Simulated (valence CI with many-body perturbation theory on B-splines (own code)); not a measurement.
The numbers below are computed, except where a source is named.
A CI+MBPT run for In⁴⁴⁺

Level of theory: configuration interaction combined with many-body perturbation theory (CI+MBPT): three valence electrons over a frozen Dirac-Fock core [He], radial functions for each j: 6 s, 6 p, 5 d, 3 f, 1 g, with the one-electron correlation potential Σ1 (screened to all orders), the two-electron term Σ2, the three-electron term Σ3, Breit, model QED; selected single and double excitations, second order for the rest, scaled by the run's own slope (own B-spline code, finite nucleus).

Command, and the settings that its task file holds:

```sh
python run_cv.py task.json out
```

```
atom In  Z=49  mass_number=115  rms_radius_fm=4.6156
core [He]
valence 2s2 2p1
avg = 1
basis = S
breit = 1
cap = 10000
capref = 1200
cscale = 1
de = 0.0
dress = 0
ecut = 123000
eps = 2e-08
extrap = 1
h = 0.27
hh = 1
l2 = 3
lcore = 6
maxit = 60
n2 = 5
natural = 1
nlev = 20
nno = [3, 3, 3, 2, 1]
nroot = 26
nsp = [3, 3, 2, 1, 0]
pt2 = 1
qed = 1
rpa = 1
s1 = 1
s2 = 1
s3 = 1
screen = 1
tol = 2e-05
whole = 1
```

It took 10 s on 1 thread of Arm Neoverse N1 (shared host).

Log. The first blocks belong to the next ion, which gives the ionisation energy. Fields: 2J, parity (1 odd), roots, reference size, generating configurations, candidates as configurations/state functions, variational space P, stored matrix elements, Davidson steps; e2 is the range of second-order energies in hartree. The first line gives the box (bohr), its intervals, the orbitals and the steps of their self-consistent field. Window is the range of levels sought, series limit the energy at which the first omitted orbital would enter, core excitation an estimate of the first excitation out of the core, left out the lowest levels not solved, and shifts from estimates the range by which levels moved from their first estimate, all in cm⁻¹.

```
rmax 1.3 intervals 54 orbitals 36 references ['2s2 2p', '2s 2p2', '2p3'] scf 2 t 0.5
2J=0 par=0 roots 2 ref 15 generators 3 cand 92/92 P 107/107 nnz 0 it 0
   second order: generators 5 cand 0/0 e2 -0.00000 -0.00000
2J=0 par=1 roots 2 ref 11 generators 4 cand 73/73 P 84/84 nnz 0 it 0
   second order: generators 7 cand 0/0 e2 -0.00000 -0.00000
2J=2 par=1 roots 2 ref 28 generators 2 cand 188/188 P 214/214 nnz 0 it 0
2J=2 par=1 roots 2 ref 28 generators 2 cand 2/2 P 216/216 nnz 0 it 0
   second order: generators 5 cand 0/0 e2 -0.00000 -0.00000
reference levels 291, estimated 257, window 34699256 1/cm; series limit 45430313, core excitation 197686938
2J=1 par=1 roots 8 ref 32 generators 12 cand 332/499 P 1809/2627 nnz 8.4e+05 it 3
2J=1 par=1 roots 8 ref 32 generators 13 cand 267/403 P 1825/2652 nnz 8.6e+05 it 4
   second order: generators 17 cand 359/526 e2 -0.00000 -0.00000
2J=1 par=0 roots 9 ref 34 generators 12 cand 250/344 P 1819/2664 nnz 8.7e+05 it 4
2J=1 par=0 roots 9 ref 34 generators 14 cand 239/333 P 1843/2700 nnz 8.9e+05 it 3
   second order: generators 18 cand 281/382 e2 -0.00000 -0.00000
2J=3 par=1 roots 10 ref 47 generators 15 cand 769/1556 P 1857/3768 nnz 1.8e+06 it 5
2J=3 par=1 roots 10 ref 47 generators 16 cand 412/774 P 1898/3857 nnz 1.9e+06 it 3
   second order: generators 18 cand 536/1085 e2 -0.00000 -0.00000
2J=3 par=0 roots 8 ref 45 generators 11 cand 663/1264 P 1770/3585 nnz 1.6e+06 it 4
2J=3 par=0 roots 8 ref 45 generators 13 cand 476/931 P 1816/3667 nnz 1.7e+06 it 3
   second order: generators 15 cand 430/849 e2 -0.00000 -0.00000
2J=5 par=0 roots 5 ref 39 generators 10 cand 1028/2277 P 1592/3432 nnz 1.5e+06 it 4
2J=5 par=0 roots 5 ref 39 generators 13 cand 627/1384 P 1674/3599 nnz 1.7e+06 it 3
   second order: generators 15 cand 712/1730 e2 -0.00000 -0.00000
2J=5 par=1 roots 6 ref 36 generators 9 cand 1017/2273 P 1629/3549 nnz 1.7e+06 it 4
2J=5 par=1 roots 6 ref 36 generators 10 cand 574/1260 P 1801/3946 nnz 2e+06 it 5
   second order: generators 12 cand 579/1370 e2 -0.00000 -0.00000
2J=7 par=1 roots 2 ref 21 generators 4 cand 618/1467 P 1420/3238 nnz 1.5e+06 it 3
2J=7 par=1 roots 2 ref 21 generators 5 cand 329/750 P 1488/3386 nnz 1.6e+06 it 3
   second order: generators 5 cand 261/602 e2 -0.00000 -0.00000
2J=7 par=0 roots 1 ref 19 generators 2 cand 540/1210 P 1298/2989 nnz 1.3e+06 it 4
2J=7 par=0 roots 1 ref 19 generators 3 cand 342/740 P 1339/3078 nnz 1.4e+06 it 3
   second order: generators 5 cand 391/861 e2 -0.00000 -0.00000
2J=9 par=1 roots 1 ref 7 generators 1 cand 220/484 P 941/2124 nnz 0 it 4
2J=9 par=1 roots 1 ref 7 generators 1 cand 140/283 P 981/2193 nnz 0 it 4
   second order: generators 1 cand 100/214 e2 -0.00000 -0.00000
left out: unestimated 51313732, estimated 36818052, shifts from estimates -0 to 11
operators 0.2
```

The Davidson iterations converged.

The last digits are not significant, and no measured levels were compared; by estimate large intervals hold to a few tenths of a per cent, small ones and those within an open d or f shell to about a per cent.

```yaml
Valence_energy: -850.9505 hartree
Ionisation_energy: "7444.3 eV (NIST: 7442 ± 6 eV (semi-empirical))"
Reference_configurations_for_the_orbitals: 2s2 2p, 2s 2p2, 2p3
Radial_orbitals: 36
Box_radius: 1.297 bohr
Largest_variational_space: 3946
Lowest_levels: (2s^2 2p1/2) J=1/2 0.00, (2s 2p1/2^2) J=1/2 140.89, (2s^2 2p3/2) J=3/2 234.11, (2s 2p1/2 2p3/2) J=3/2 [a] 332.92, (2s 2p1/2 2p3/2) J=5/2 361.44, (2s 2p1/2 2p3/2) J=3/2 [b] 406.45, (2s 2p1/2 2p3/2) J=1/2 408.38, (2p1/2^2 2p3/2) J=3/2 559.76, (2s 2p3/2^2) J=5/2 585.40, (2s 2p3/2^2) J=1/2 651.07, (2s 2p3/2^2) J=3/2 652.19, (2p1/2 2p3/2^2) J=3/2 766.36, (2p1/2 2p3/2^2) J=5/2 784.53, (2p1/2 2p3/2^2) J=1/2 818.87 eV
```

Levels are named by their leading jj configuration (3d3/2^4 stands for four electrons in 3d with j = 3/2), which in mixed levels can hold well under half, so a name can repeat and another be missing. Letters in brackets count levels of one name in rising energy.
